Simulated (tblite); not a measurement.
Compound: C4H8O3SeSi.
Numbering: `[CH2:1]=[CH:2][C@H:3]([O:4][SiH2:5][SeH:6])[C:7](=[O:8])[OH:9]` (hydrogens: H10, H11 on C1; H12 on C2; H13 on C3; H14, H15 on Si5; H16 on Se6; H17 on O9)

Computed with GFN2-xTB (tblite), gas phase: L-BFGS steps from a force-field or distance-geometry start until the largest atomic force falls under 0.01 eV/Å.

Step 20: E = -810.5983 eV
```
atom  x, y, z in Å  |  force x, y, z in eV/Å
C1     -1.8089   -1.6886   -0.5307   -0.017   0.038  -0.040
C2     -1.6924   -0.3927   -0.3114    0.027  -0.006   0.041
C3     -0.3516    0.2843   -0.1369   -0.058   0.078  -0.007
O4      0.3328   -0.2069    0.9803   -0.038   0.019  -0.071
Si5     1.9363   -0.2307    1.1750   -0.023  -0.063  -0.008
Se6     2.7269   -2.1626    0.2212    0.046   0.060   0.051
C7     -0.5268    1.7922    0.0506    0.058   0.008  -0.117
O8     -0.9327    2.3489    1.0289    0.026  -0.112  -0.083
O9     -0.1184    2.4305   -1.0501    0.044   0.051  -0.116
H10    -0.9553   -2.3445   -0.5872    0.027   0.043   0.000
H11    -2.7723   -2.1457   -0.6687   -0.028  -0.037   0.066
H12    -2.5626    0.2459   -0.2336    0.066  -0.034   0.008
H13     0.2509    0.1277   -1.0490   -0.099   0.045   0.082
H14     2.0420   -0.3177    2.6097    0.072  -0.043   0.053
H15     2.5986    0.8806    0.4870   -0.001  -0.045   0.090
H16     2.0220   -2.0045   -1.0205   -0.029  -0.019  -0.041
H17    -0.1955    3.3958   -0.9745   -0.073   0.017   0.091
```

Step 21: E = -810.6028 eV
```
atom  x, y, z in Å  |  force x, y, z in eV/Å
C1     -1.8076   -1.6874   -0.5274   -0.008   0.009  -0.048
C2     -1.6925   -0.3902   -0.3132   -0.005  -0.045   0.086
C3     -0.3530    0.2897   -0.1445   -0.056   0.037  -0.004
O4      0.3337   -0.2002    0.9714    0.033  -0.016  -0.058
Si5     1.9369   -0.2331    1.1752   -0.057  -0.120   0.021
Se6     2.7408   -2.1631    0.2134    0.049   0.104   0.147
C7     -0.5253    1.7955    0.0460    0.021   0.016  -0.185
O8     -0.9329    2.3475    1.0254    0.022  -0.065  -0.039
O9     -0.1203    2.4371   -1.0547    0.041   0.057  -0.091
H10    -0.9534   -2.3435   -0.5890    0.012   0.067  -0.005
H11    -2.7712   -2.1485   -0.6567   -0.008  -0.018   0.068
H12    -2.5661    0.2410   -0.2222    0.062  -0.004  -0.009
H13     0.2419    0.1305   -1.0591   -0.045   0.047   0.055
H14     2.0251   -0.3296    2.6120    0.072  -0.048   0.023
H15     2.6150    0.8770    0.5060    0.005  -0.015   0.062
H16     2.0229   -2.0128   -1.0157   -0.069  -0.013  -0.113
H17    -0.2010    3.4021   -0.9768   -0.067   0.008   0.089
```

Step 22: E = -810.6083 eV
```
atom  x, y, z in Å  |  force x, y, z in eV/Å
C1     -1.8062   -1.6858   -0.5242    0.002  -0.031  -0.040
C2     -1.6928   -0.3879   -0.3138   -0.044  -0.074   0.119
C3     -0.3557    0.2971   -0.1544   -0.034  -0.034  -0.006
O4      0.3353   -0.1918    0.9587    0.096  -0.054  -0.026
Si5     1.9367   -0.2384    1.1761   -0.075  -0.137   0.054
Se6     2.7591   -2.1616    0.2060    0.025   0.135   0.183
C7     -0.5233    1.8001    0.0372   -0.031   0.013  -0.212
O8     -0.9325    2.3444    1.0196    0.019   0.008  -0.009
O9     -0.1217    2.4465   -1.0624    0.024   0.061  -0.045
H10    -0.9508   -2.3408   -0.5914    0.001   0.083  -0.017
H11    -2.7698   -2.1524   -0.6400    0.017   0.006   0.065
H12    -2.5693    0.2349   -0.2079    0.037   0.040  -0.022
H13     0.2297    0.1347   -1.0710    0.030   0.036  -0.009
H14     2.0053   -0.3456    2.6153    0.066  -0.055  -0.015
H15     2.6355    0.8719    0.5315    0.001   0.005   0.041
H16     2.0228   -2.0235   -1.0116   -0.082  -0.014  -0.136
H17    -0.2095    3.4103   -0.9778   -0.051   0.011   0.074
```

Problem. Estimate the geometry and energy of step 23. (The exact step hangs on the optimiser's Hessian estimate; all steps are aligned on step 22, rigid shifts and turns removed.)

Solution. E = -810.6140 eV, largest force 0.194 eV/Å
```
atom  x, y, z in Å  |  force x, y, z in eV/Å
C1     -1.8048   -1.6844   -0.5215    0.004  -0.060  -0.012
C2     -1.6938   -0.3863   -0.3123   -0.067  -0.077   0.127
C3     -0.3591    0.3047   -0.1656    0.005  -0.104  -0.012
O4      0.3380   -0.1829    0.9439    0.116  -0.086   0.005
Si5     1.9357   -0.2462    1.1781   -0.056  -0.092   0.066
Se6     2.7791   -2.1571    0.2010   -0.030   0.136   0.135
C7     -0.5222    1.8053    0.0246   -0.075  -0.003  -0.166
O8     -0.9311    2.3413    1.0119    0.017   0.077  -0.012
O9     -0.1225    2.4573   -1.0719   -0.007   0.062   0.000
H10    -0.9478   -2.3364   -0.5943    0.004   0.079  -0.034
H11    -2.7679   -2.1567   -0.6206    0.030   0.020   0.054
H12    -2.5720    0.2291   -0.1928    0.003   0.080  -0.025
H13     0.2170    0.1398   -1.0842    0.096   0.016  -0.077
H14     1.9860   -0.3641    2.6188    0.055  -0.061  -0.041
H15     2.6571    0.8656    0.5606   -0.015   0.005   0.035
H16     2.0215   -2.0356   -1.0092   -0.052  -0.021  -0.089
H17    -0.2202    3.4188   -0.9764   -0.028   0.029   0.047
```

The energy changes by -0.0057 eV. The first-order estimate −F·Δx gives -0.0078 eV and the mean of the old and new forces, exact on a quadratic surface, -0.0056 eV. The step makes an angle of 77° with the force vector and moves no atom by more than 0.037 Å.

The cost below is that of the whole relaxation. On one thread of an Arm Neoverse N1 (shared host), this took 4.4 s of wall time.
